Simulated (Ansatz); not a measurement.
Correlation energies of C2H5F3Si (`C[SiH2]C(F)(F)F`) by basis set

```xyz
11

C     0.233   -1.517    0.453
Si    0.612    0.023   -0.518
C    -0.675    1.381   -0.028
F    -1.939    0.991   -0.291
F    -0.483    2.540   -0.681
F    -0.628    1.664    1.290
H     0.941   -2.311    0.206
H    -0.774   -1.874    0.229
H     0.299   -1.321    1.525
H     1.945    0.592   -0.202
H     0.468   -0.167   -1.982
```

The species carries charge 0 and has multiplicity 1. The structure was optimised at the PBE0-D4/def2-TZVP level. Frozen core, restricted reference, Ansatz 0.2.0. CBS rows extrapolate triple and quadruple zeta; past MP2 they add the triple-zeta difference.

```json
{"basis": "def2-SVP", "HF (Eh)": "-665.51584", "MP2 corr.": "-0.92332", "CCSD corr.": "?", "(T)": "-0.02112", "CCSD(T) total": "?"}
{"basis": "def2-TZVPP", "HF (Eh)": "-666.08471", "MP2 corr.": "?", "CCSD corr.": "?", "(T)": "-0.04098", "CCSD(T) total": "?"}
{"basis": "def2-QZVPP", "HF (Eh)": "-666.11017", "MP2 corr.": "-1.30825", "CCSD corr.": "–", "(T)": "–", "CCSD(T) total": "–"}
{"basis": "CBS(def2)", "HF (Eh)": "?", "MP2 corr.": "-1.38548", "CCSD corr.": "-1.42093", "(T)": "as TZ", "CCSD(T) total": "?"}
```

Problem. Fill in the withheld values. (Estimate.)

Solution. The calculation gave: def2-SVP CCSD corr.: -0.96882; def2-SVP CCSD(T) total: -666.50578; def2-TZVPP MP2 corr.: -1.20400; def2-TZVPP CCSD corr.: -1.23945; def2-TZVPP CCSD(T) total: -667.36514; CBS(def2) HF (Eh): -666.11368; CBS(def2) CCSD(T) total: -667.57559.
